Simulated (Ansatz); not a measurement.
All numbers were calculated with Ansatz.

A structure relaxed at PBE0-D4/def2-TZVP, charge 0, multiplicity 1:

```xyz
10

F    -1.055   -3.391   -1.748
C    -1.000   -2.217   -1.266
C    -0.957   -1.105   -0.812
Ge   -0.813    0.637   -0.072
Si    1.357    0.870    0.879
H    -1.919    0.796    0.983
H    -1.053    1.652   -1.201
H     1.508    2.228    1.466
H     1.545   -0.147    1.946
H     2.386    0.676   -0.175
```

Task: Give its formula and SMILES.

Result: C2H5FGeSi, `FC#[C][GeH2][SiH3]`.

Task: Point group (tolerance 0.08 Å, 0.16 Å for H)?

Result: Cs.

Task: Summarise the bond lengths by kind.

Result: 1 × C–F 1.270 Å; 1 × C–C 1.202 Å; 1 × C–Ge 1.897 Å; 1 × Ge–Si 2.381 Å; 2 × Ge–H 1.537 Å; 3 × H–Si 1.486 to 1.487 Å.
